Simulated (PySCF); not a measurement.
C4H6F2Si (SMILES C=C[Si](F)(F)C=C), singlet, geometry from GFN2-xTB, with bond 8-1 at 2.4 times its length; SA2-CASSCF(4,5)/STO-3G run with PySCF.

The PySCF input:
```python
from pyscf import gto, scf, mcscf
import numpy

mol = gto.Mole()
mol.atom = '''
    C    -2.596625    0.692465    0.652674
    C    -1.364818    1.068121    0.338611
    Si   -0.003601   -0.102017   -0.201054
    F     0.605673    0.390955   -1.604391
    F    -0.645410   -1.516621   -0.614054
    C     1.389203   -0.377358    1.022734
    C     2.623897    0.080099    0.869885
    H    -3.324585   -1.787444    0.555329
    H    -3.355437    1.397791    0.953946
    H    -1.116200    2.120881    0.398171
    H     1.157622   -0.947474    1.914362
    H     2.910971    0.653258    0.003615
    H     3.401096   -0.104359    1.595132
'''
mol.basis = 'sto-3g'
mol.charge = 0
mol.spin = 0
mol.verbose = 4
mol.build()

mf = scf.RHF(mol)
mf.kernel()
mc = mcscf.CASSCF(mf, 5, 4)
mc.fix_spin_(ss=0.0)
mc = mc.state_average_([0.5, 0.5])
mc.kernel()
```

It wrote (shortened):

```
PySCF version 2.14.0

[INPUT] verbose = 4
[INPUT] num. atoms = 13
[INPUT] num. electrons = 62
[INPUT] charge = 0
[INPUT] spin (= nelec alpha-beta = 2S) = 0
[INPUT] symmetry False subgroup None
[INPUT] Mole.unit = angstrom
[INPUT] Symbol           X                Y                Z      unit          X                Y                Z       unit  Magmom
[...]
nuclear repulsion = 362.582247869236
number of shells = 29
number of NR pGTOs = 135
number of NR cGTOs = 45
basis = sto-3g
ecp = {}

******** <class 'pyscf.scf.hf.RHF'> ********
method = RHF
initial guess = minao
damping factor = 0
level_shift factor = 0
DIIS = <class 'pyscf.scf.diis.CDIIS'>
diis_start_cycle = 1
diis_space = 8
diis_damp = 0
SCF conv_tol = 1e-09
SCF conv_tol_grad = None
SCF max_cycles = 50
direct_scf = True
direct_scf_tol = 1e-13
Set gradient conv threshold to 3.16228e-05
Initial guess from minao.
init E= -635.113628553541
[...]
cycle= 1 E= -634.251314428666  delta_E= 0.862  |g|= 0.535  |ddm|= 4.49
[...]
cycle= 2 E= -634.361761396685  delta_E= -0.11  |g|= 0.303  |ddm|= 1.46
[...]
cycle= 3 E= -634.399987731054  delta_E= -0.0382  |g|= 0.167  |ddm|= 0.84
[...]
cycle= 4 E= -634.412525897698  delta_E= -0.0125  |g|= 0.0286  |ddm|= 0.269
[...]
cycle= 5 E= -634.41296450815  delta_E= -0.000439  |g|= 0.00829  |ddm|= 0.0604
[...]
cycle= 6 E= -634.413019029188  delta_E= -5.45e-05  |g|= 0.00275  |ddm|= 0.0223
[...]
cycle= 7 E= -634.413025464518  delta_E= -6.44e-06  |g|= 0.000764  |ddm|= 0.00798
[...]
cycle= 8 E= -634.413026037511  delta_E= -5.73e-07  |g|= 0.000372  |ddm|= 0.00218
[...]
cycle= 9 E= -634.413026152919  delta_E= -1.15e-07  |g|= 0.000114  |ddm|= 0.00102
[...]
cycle= 10 E= -634.413026170102  delta_E= -1.72e-08  |g|= 3.21e-05  |ddm|= 0.000444
[...]
cycle= 11 E= -634.413026172243  delta_E= -2.14e-09  |g|= 1.48e-05  |ddm|= 0.000143
[...]
cycle= 12 E= -634.413026172819  delta_E= -5.76e-10  |g|= 4.49e-06  |ddm|= 9.36e-05
[...]
Extra cycle  E= -634.41302617285  delta_E= -3.1e-11  |g|= 3.01e-06  |ddm|= 1.28e-05
converged SCF energy = -634.41302617285

******** <class 'pyscf.mcscf.addons.StateAverageCASSCF'> ********
CAS (2e+2e, 5o), ncore = 29, nvir = 11
max_cycle_macro = 50
max_cycle_micro = 4
conv_tol = 1e-07
conv_tol_grad = None
orbital rotation max_stepsize = 0.02
orbital rotation threshold for CI restart = 0.01
augmented hessian ah_max_cycle = 30
augmented hessian ah_conv_tol = 1e-12
augmented hessian ah_linear dependence = 1e-14
augmented hessian ah_level shift = 1e-08
augmented hessian ah_start_tol = 2.5
augmented hessian ah_start_cycle = 3
augmented hessian ah_grad_trust_region = 3
kf_trust_region = 3
kf_interval = 4
ci_response_space = 4
ci_grad_trust_region = 3
with_dep4 0
natorb = False
canonicalization = True
sorting_mo_energy = False
ao2mo_level = 2
internal_rotation = False
******** <class 'pyscf.mcscf.addons.StateAverageSpinPenaltyFCISolver'> ********
max. cycles = 50
conv_tol = 1e-08
davidson only = True
linear dependence = 1e-12
level shift = 0.001
max iter space = 12
nroots = 2
pspace_size = 400
spin = None
State-average over 2 states with weights [0.5, 0.5]
CASCI E = -634.483744985650  S^2 = 0.0000000
Set conv_tol_grad to 0.000316228
macro iter   1 ( 21 JK    4 micro), CASSCF E = -634.543350589247  dE = -5.96056036e-02  S^2 = 0.0000000
               |grad[o]|=0.126  |ddm|=0.206  |maxRot[o]|=0.312
macro iter   2 ( 20 JK    4 micro), CASSCF E = -634.554250819057  dE = -1.09002298e-02  S^2 = 0.0000000
               |grad[o]|=0.073  |ddm|=0.0252  |maxRot[o]|=0.197
macro iter   3 ( 21 JK    4 micro), CASSCF E = -634.555808574893  dE = -1.55775584e-03  S^2 = 0.0000000
               |grad[o]|=0.0115  |ddm|=0.0093  |maxRot[o]|=0.292
macro iter   4 ( 19 JK    4 micro), CASSCF E = -634.556027501387  dE = -2.18926494e-04  S^2 = 0.0000000
               |grad[o]|=0.00471  |ddm|=0.00296  |maxRot[o]|= 0.16
macro iter   5 (  7 JK    1 micro), CASSCF E = -634.556027709207  dE = -2.07820449e-07  S^2 = 0.0000000
               |grad[o]|=0.000122  |ddm|=8.31e-05  |maxRot[o]|=0.00507
macro iter   6 (  7 JK    1 micro), CASSCF E = -634.556027741104  dE = -3.18965476e-08  S^2 = 0.0000000
               |grad[o]|=4.72e-05  |ddm|=4.1e-05  |maxRot[o]|=0.00142
1-step CASSCF converged in   6 macro ( 95 JK  18 micro) steps
CASSCF canonicalization
Density matrix diagonal elements [1.41878633 1.41309668 1.0097398  0.06203274 0.09634444]
CASSCF energy = -634.556027741104
CASCI E = -634.556027741104  E(CI) = -3.44328021905324  S^2 = 0.0000000
CASCI state-averaged energy = -634.556027741104
CASCI energy for each state
  State 0 weight 0.5  E = -634.634831139275 S^2 = 0.0000000
  State 1 weight 0.5  E = -634.477224342933 S^2 = 0.0000000
```
